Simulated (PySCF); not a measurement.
**Spin-orbit coupling and the third ionisation energy along the second row**

Two-component X2C-1e calculated with PySCF 2.14: MP2 on generalised Hartree-Fock spinors (GMP2), with spin-orbit coupling off and on (screened by Boettger's factors); no Breit or QED terms. Values in eV; the references (NIST) lie between the lowest levels. Elements whose determinants are no pure J levels are left out.

```csv
element,configurations,spin-free,with spin-orbit,shift,reference
"B (x2c-TZVPPall-2c, 1s2 frozen)",[He] 2s1 → 1s2,37.821,37.821,0.000,37.931
"C (x2c-TZVPPall-2c, 1s2 frozen)",[He] 2s2 → [He] 2s1,46.952,46.952,0.000,47.888
"N (x2c-TZVPPall-2c, 1s2 frozen)",[He] 2s2 2p1 → [He] 2s2,47.453,47.467,0.014,47.445 (s)
"Ne (x2c-TZVPPall-2c, 1s2 frozen)",[He] 2s2 2p4 → [He] 2s2 2p3,62.994,63.034,0.040,63.423
```

What remains against the references is mostly the basis and correlation beyond MP2. References marked (s) are semi-empirical, (t) theoretical.
